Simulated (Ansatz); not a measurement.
`[F][AlH][CH2][GeH3]`, 10 atoms. Total charge 0; spin multiplicity 1. Correlated methods include outer-core shells of Ge, which these sets cover unevenly. Scalar relativity is left out up to krypton. All runs use 4 threads of an Arm Neoverse V1 on a shared host. Correlated methods freeze the cores.

Q: How many basis functions does each run have, and how long does it take in Ansatz? RKS r2SCAN-D4/def2-TZVPP energy and forces; RKS PBE0-D4/def2-QZVPP energy; direct RPA on PBE orbitals/def2-TZVPP energy; RKS PBE0-D4/def2-TZVP relaxation (16 steps); RKS PBE0-D4/def2-SVP energy; RKS ωB97M-V/def2-SVP energy; RKS ωB97M-V/def2-TZVPP energy and forces; RHF-MP2/def2-QZVPP energy; RKS BHLYP-D4/def2-TZVPP energy; RHF-CCSD(T)/def2-SVP energy; RKS PBE0-D4/def2-TZVP frequencies; RKS ωB97M-V/def2-QZVPP energy. (An estimate is asked.)

A: The calculation gave: Other jobs shared the machine, so times are rough.

```json
{"level": "RKS PBE0-D4/def2-SVP", "job": "energy", "functions": "108", "wall time": "1.4 s", "peak host memory (GiB)": "0.45"}
{"level": "RKS BHLYP-D4/def2-TZVPP", "job": "energy", "functions": "236", "wall time": "3.6 s", "peak host memory (GiB)": "0.65"}
{"level": "direct RPA on PBE orbitals/def2-TZVPP", "job": "energy", "functions": "236", "wall time": "5.5 s", "peak host memory (GiB)": "0.51"}
{"level": "RKS ωB97M-V/def2-SVP", "job": "energy", "functions": "108", "wall time": "6 s", "peak host memory (GiB)": "0.45"}
{"level": "RKS r2SCAN-D4/def2-TZVPP", "job": "energy and forces", "functions": "236", "wall time": "6 s", "peak host memory (GiB)": "0.33"}
{"level": "RHF-CCSD(T)/def2-SVP", "job": "energy", "functions": "108", "wall time": "6.5 s", "peak host memory (GiB)": "0.48"}
{"level": "RKS PBE0-D4/def2-QZVPP", "job": "energy", "functions": "453", "wall time": "11 s", "peak host memory (GiB)": "1.7"}
{"level": "RKS ωB97M-V/def2-TZVPP", "job": "energy and forces", "functions": "236", "wall time": "13 s", "peak host memory (GiB)": "0.86"}
{"level": "RKS ωB97M-V/def2-QZVPP", "job": "energy", "functions": "453", "wall time": "23 s", "peak host memory (GiB)": "2.1"}
{"level": "RHF-MP2/def2-QZVPP", "job": "energy", "functions": "453", "wall time": "24 s", "peak host memory (GiB)": "2.6"}
{"level": "RKS PBE0-D4/def2-TZVP", "job": "relaxation (16 steps)", "functions": "183", "wall time": "58 s", "peak host memory (GiB)": "0.49"}
{"level": "RKS PBE0-D4/def2-TZVP", "job": "frequencies", "functions": "183", "wall time": "2.3 min", "peak host memory (GiB)": "0.48"}
```
